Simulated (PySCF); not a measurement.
Zr(OH)3 (H3O3Zr), SMILES [OH][Zr+]([OH])[OH], charge +1, multiplicity 1. Geometry optimised at B3LYP-D3(BJ)/def2-SVP. The spin state was assumed, not searched. The isomer is the one that the SMILES or the coordinates give; other isomers of the formula were not compared. The def2 effective core potentials stand for the cores of Zr; spin–orbit coupling is left out. The values are those of a single conformer.

These are B3LYP-D3(BJ)/def2-SVP in PySCF 2.14.0 values and carry that method's errors.

Harmonic wavenumbers (cm⁻¹): 118, 185, 185, 318, 417, 417, 533, 533, 581, 794, 798, 798, 3856, 3856, 3869. Rotational constants (GHz): 5.081, 5.081, 2.830; symmetry number 3.

Work out the zero-point energy and the ideal-gas rigid-rotor harmonic-oscillator thermochemistry at 298.15 K and 1 atm.

ZPE = ½ Σ hcν = ½ × 17258 cm⁻¹ = 24.67 kcal/mol. H − E(el) = 29.34 kcal/mol. Entropy in cal/(mol K): translation 40.77, rotation 23.71, vibration 13.10, total 77.57. G − E(el) = 6.21 kcal/mol. Cp = 23.51 cal/(mol K). Modes under 150 cm⁻¹ make the vibrational entropy uncertain.
